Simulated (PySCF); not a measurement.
Two-component Hartree-Fock for Os³⁺ (osmium, charge +3)

Start: [Xe] 4f14 5d4 6s1; 5d5/2 filled at m_j = -1/2, +1/2, +3/2, +5/2; 6s1/2 filled at m_j = +1/2. Calculated with PySCF 2.14 in x2c-SVPall-2c with one added diffuse shell each of s, d type (8s9p10d2f, 99 functions): generalised Hartree-Fock with the X2C-1e Hamiltonian and a Gaussian nucleus; one run each with spin-orbit coupling (SO) switched off, then screened by Boettger's factors. This is a chosen level, not necessarily the ground level.

```csv
spinor shell,electrons,"ε, spin-free (eV)","ε, screened SO (eV)",weight of nominal j (screened SO),"rms radius, screened SO (bohr)"
1s1/2,2,-74312.0,-74287.4,1.000,0.0201
2s1/2,2,-13118.9,-13111.3,1.000,0.0809
2p1/2,2,-11435.5,-12533.1,1.000,0.0687
2p3/2,4,-11435.5,-10995.8,1.000,0.0764
3s1/2,2,-3146.2,-3143.7,1.000,0.207
3p1/2,2,-2643.6,-2885.6,1.000,0.198
3d3/2,4,-2074.4,-2116.3,1.000,0.189
3d5/2,6,-2074.4,-2043.9,1.000,0.192
4s1/2,2,-727.14,-726.36,1.000,0.459
4p1/2,2,-559.30,-616.65,1.000,0.466
4p3/2,4,-559.30,-535.71,1.000,0.499
4d3/2,4,-346.50,-355.14,0.999,0.520
4d5/2,6,-346.50,-339.95,0.999,0.531
5s1/2,2,-143.44,-143.30,1.000,1.08
4f5/2,6,-107.75,-109.05,0.981,0.609
4f7/2,8,-107.75,-106.16,0.950,0.643
5p1/2,2,-96.549,-106.37,0.785,1.15
5p3/2,4,-96.549,-92.295,0.969,1.26
5d5/2,4,-46.452,-46.266,0.549,1.68
6s1/2,1,-35.581,-35.513,0.998,2.71
```

(1) Where does 3p3/2 lie, and what is the 3p spin-orbit splitting (screened SO)?

| quantity | spin-free | screened SO |
| --- | --- | --- |
| E (hartree) | -17238.19490 | -17260.65327 |
| M_J | 9/2 | 9/2 |
| ⟨J²⟩ | 24.754 | 24.796 |
| ⟨L²⟩ | 6.003 | 7.031 |
| ⟨S²⟩ | 8.751 | 8.175 |

Each row is a mean over spinors that exchange with the open shell spreads, by up to 8.733 eV (5p3/2).

Rows whose weight is well below 1 are mixtures of j = l ± 1/2: exchange outweighs spin-orbit coupling there, and the label is only the starting occupation.

Breit and QED terms are absent; they matter most for the inner s and p1/2 levels.

Densities and radii are taken from the X2C orbitals without a picture-change correction, which distorts them close to the nucleus.

Without spin-orbit coupling the j labels of p, d and f shells carry no meaning; the spin-free column gives the mean over the occupied spinors of each nl shell.

Answers

(1) At -2544.8 eV, 340.89 eV above 3p1/2.
